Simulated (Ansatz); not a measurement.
Ligand exchange: InH3 + CH2O2 → InH2(OH) + H2CO

Species: InH3 `[InH3]`, singlet; CH2O2 (formic acid) `O=CO`, singlet; InH2(OH), singlet; H2CO (formaldehyde) `C=O`, singlet. The partners trade H for OH: In–H and C–OH bonds give way to In–OH and C–H.

Shapes, held fixed at every level: PBE0-D4/def2-TZVP. Flexible molecules stand in one conformer, not always the lowest. Programs: Ansatz 0.2.0. The zero-point and thermal change to 298 K, harmonic and unscaled (PBE0-D4/def2-TZVP), is +3.5 kJ/mol.

```csv
level,kind,ΔH(298 K) (kJ/mol),less CCSD(T)/def2-TZVPP
HF/def2-SVP,Hartree–Fock,+36.8,+36.9
BHLYP-D4/def2-TZVPP,global hybrid,+9.1,+9.2
wB97M-V/def2-TZVPP,range-separated hybrid,+9.8,+9.9
wB97X-V/def2-TZVPP,range-separated hybrid,+10.0,+10.1
B2PLYP/def2-TZVPP,double hybrid,+0.5,+0.6
MP2/def2-SVP,perturbation theory,+20.2,+20.3
CCSD/def2-SVP,coupled cluster or CI,+21.1,+21.2
CCSD(T)/def2-TZVPP,coupled cluster or CI,-0.1,0.0
```

The highest level, CCSD(T)/def2-TZVPP, gives ΔH(298 K) = -0.1 kJ/mol; the levels span -0.1 to +36.8. That is about zero within the method's error. They disagree on the sign: 7 of 8 are positive. The column of differences is taken from that level and isn't an error. No measured value is set beside it here. For atoms past krypton def2 sets carry core potentials with scalar relativity. Correlated rows may include outer-core shells of In, which these sets cover unevenly.
